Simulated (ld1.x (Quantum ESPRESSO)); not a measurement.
What one change does to a pseudopotential (Hf, TM)

hafnium (Hf), norm-conserving Troullier–Martins (Kleinman–Bylander form), made with ld1.x (Quantum ESPRESSO) 7.5 (LDA (PZ), scalar-relativistic). Core [Xe] 4f14, reference 5d2 6s2 6p0. Waves: 6s (bound): rc 2.15 bohr; 6p (bound, empty): rc 3.65 bohr; 5d (bound): rc 1.70 bohr. Local part: all-electron potential smoothed inside 2.45 bohr (lloc = -1). Core correction: Bessel-smoothed model core inside 1.70 bohr.

Change: wave 6s (bound): rc 2.15 bohr becomes 6s (bound): rc 3.02 bohr.

Cutoffs: the cutoffs (Ry, on a coarse ladder) from which the occupation-weighted sum of valence levels, in a spherical-Bessel basis at the reference potential, stays within 10 and 1 mRy of its value at 400 Ry; they do not see the model core or the augmentation charge, which bear on the density cutoff. Errors are all-electron minus pseudo energies relative to the spin-unpolarised reference configuration.

Q: What does the change do?

A: The potential gets softer (25 Ry and 45 Ry → 21 Ry and 30 Ry); both files keep a bound ghost (s); the number of tests that count goes from 9 to 6; of the 6 tests that both files solve, the error grows in 2 and shrinks in 3 by more than 15 % and 0.3 meV (median size 9.5 → 4.2 meV). A larger radius leaves more room for a smooth pseudo-wave, so fewer plane waves are needed.

| quantity | base | changed |
| --- | --- | --- |
| cutoff, loose | 25 Ry | 21 Ry |
| cutoff, tight | 45 Ry | 30 Ry |
| loose cutoff by channel (10 mRy a level) | s 15 Ry, d 21 Ry | s 6 Ry, d 21 Ry |
| bound ghosts | s | s |
| tests counted (converged, no solver errors) | 9 of 9 | 6 of 9 |
| error for 5d2 6s0 6p0, meV [ΔE 22.70 eV] | -33 | -40 |
| error for 5d1 6s0 6p0, meV [ΔE 44.80 eV] | -298 | -258 |
| error for 5d2 6s0 6p1, meV [ΔE 12.99 eV] | -0.1 | -2.5 |
| error for 5d2 6s1.5 6p0, meV [ΔE 3.35 eV] | -5.3 | -3.3 |
| error for 5d2 6s2 6p0 (spin-polarised), meV [ΔE -0.44 eV] | -4.5 | -3.8 |
| error for 5d2 6s1 6p0 (spin-polarised), meV [ΔE 7.06 eV] | -14 | -4.6 |
| s: phases at 3.97 bohr within 0.05 rad from the reference energy up to (Ry; the scan ends near 5) | 1.0 | 1.4 |
| p: phases at 3.97 bohr within 0.05 rad from the reference energy up to (Ry; the scan ends near 5) | 0.5 | 0.5 |
| d: phases at 3.97 bohr within 0.05 rad from the reference energy up to (Ry; the scan ends near 5) | 3.8 | 3.8 |

Changed file: Tests not counted: 5d2 6s1 6p0 (solver errors, printed error -61.9 eV); 5d1 6s2 6p0 (solver errors, printed error -33.6 eV); 5d1 6s2 6p1 (solver errors, printed error -56.9 eV). These tests converged, but a pseudo level misses the all-electron one widely, so the file describes the atom poorly there or has found another state: 5d1 6s0 6p0: empty 6s by 6.3 eV. A true bound ghost makes a file unfit for plane-wave use even where its test errors are small: the radial tests pick states by their node count and pass the ghost by. Where a test does run into it, the solver fails or the error is huge.
